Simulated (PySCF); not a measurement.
F4Ge, SMILES [F][Ge-]([F])([F])[F] (connectivity only; charge and spin as stated), charge -1, multiplicity 2. Atoms are numbered in the order given.

```xyz
5

Ge     0.0000     0.0000    -0.2025
F      0.0000     0.0000     1.5917
F      1.6119    -0.9306    -0.2906
F      0.0000     1.8613    -0.2906
F     -1.6119    -0.9306    -0.2906
```
Charge -1, spin multiplicity 2.

Coordinates come from a B3LYP-D3(BJ)/def2-SVPD optimisation.

These are PBE/def2-SVPD in PySCF values and carry that method's errors.

The molecule is in vacuum. A positive occupied level means that this level leaves the electron formally unbound; only the finite basis holds it.

Computed frontier levels, dipole moment and polarisability:
| Property | Result |
|---|---|
| α spin, highest occupied and lowest empty level | 0.00 and 4.51 eV |
| β spin, highest occupied and lowest empty level | -3.61 and 0.94 eV |
| dipole moment about the centre of nuclear charge | 0.93 D |
| mean static polarisability | 49.3 bohr³ (7.31 Å³) |
| polarisability, principal values | 45.6, 51.2, 51.2 bohr³ |
| ⟨S²⟩ | 0.751 (pure state 0.75) |
